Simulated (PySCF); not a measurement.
# Worked example: chemical shift, span and skew from a shielding tensor

B(H)(OEt)(NH2) (C2H8BNO), SMILES C(C)OBN. Atoms are numbered in the order given.

```xyz
13

B     -0.3649     0.7493     0.8744
H     -1.0908     0.0697     1.5703
O      0.5099     0.1739    -0.0017
C      0.5637    -1.2250    -0.2023
C     -0.2172    -1.6348    -1.4412
H      1.6258    -1.5031    -0.3139
H      0.1762    -1.7553     0.6871
H      0.1526    -1.0945    -2.3267
H     -0.1164    -2.7166    -1.6257
H     -1.2877    -1.4029    -1.3219
N     -0.4183     2.1483     0.9725
H     -1.0329     2.6299     1.6138
H      0.1671     2.7561     0.4112
```
Charge 0, spin multiplicity 1.

Coordinates come from a B3LYP-D3(BJ)/def2-SVP optimisation. This is a generated structure with no PubChem entry under its InChIKey; it may be hypothetical. Other conformers were not sampled.

GIAO shieldings from PySCF with PBE/pcSseg-1, non-relativistic, no solvent. The symmetric part of the tensor of N11 has the principal values 108.9, 200.2, 235.4 ppm. The same nucleus in NH3 has σ = 267.0 ppm at this level (PySCF, at its B3LYP-D3(BJ)/def2-TZVP geometry).

Work out the isotropic shielding, the ¹⁵N shift against NH3, the span and the skew.


σ(iso) = (σ11 + σ22 + σ33)/3 = 181.5 ppm. δ = σ(ref) − σ(iso) = 267.0 − (181.5) = 85.5 ppm.
Span Ω = σ33 − σ11 = 126.5 ppm. Skew κ = 3(σ(iso) − σ22)/Ω = -0.44. Tumbling in solution averages the tensor to δ; in a static solid the shielding alone would spread this spin-1/2 line over Ω.
